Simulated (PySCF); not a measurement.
Si(F)(Br)(OH)(NH2) (BrFH₃NOSi), SMILES [Si](Br)(O)(N)F. Atoms are numbered in the order given.

```xyz
8

N     -1.3480     0.5443     1.6256
Si    -0.0162     0.5787     0.5667
O      0.0762     1.9973    -0.2499
F      1.2754     0.3368     1.5046
Br     0.0350    -0.9787    -0.9950
H     -2.2887     0.6377     1.2589
H     -1.3240    -0.0889     2.4178
H     -0.0376     2.7841     0.2943
```

The structure is a stationary point at PBE0-D3(BJ)/def2-SVP. The structure was generated by enumeration, and PubChem lists no compound with its InChIKey, so it may never have been made. The values are those of a single conformer.

Calculation: PBE/pcSseg-1 (PySCF).

GIAO shieldings, no solvent; atoms listed in one row are averaged. δ = σ(ref) − σ: ¹⁵N against NH3 (σ = 267.0 ppm); ²⁹Si against TMS (σ = 335.4 ppm); ¹⁷O against H2O (σ = 334.3 ppm); ¹⁹F against CFCl3 (σ = 133.6 ppm); ¹H against TMS (σ = 31.49 ppm), references at their B3LYP-D3(BJ)/def2-TZVP geometries, non-relativistic (without spin–orbit terms, shifts of atoms bonded to Cl or Br come out too high).

| nucleus | atoms | count | δ (ppm) |
|---|---|---|---|
| ¹⁵N | N1 | 1 | 45.9 |
| ²⁹Si | Si2 | 1 | -26.0 |
| ¹⁷O | O3 | 1 | 84.9 |
| ¹⁹F | F4 | 1 | -145.9 |
| ¹H | H8 | 1 | 2.52 |
| ¹H | H7 | 1 | 1.48 |
| ¹H | H6 | 1 | 1.17 |
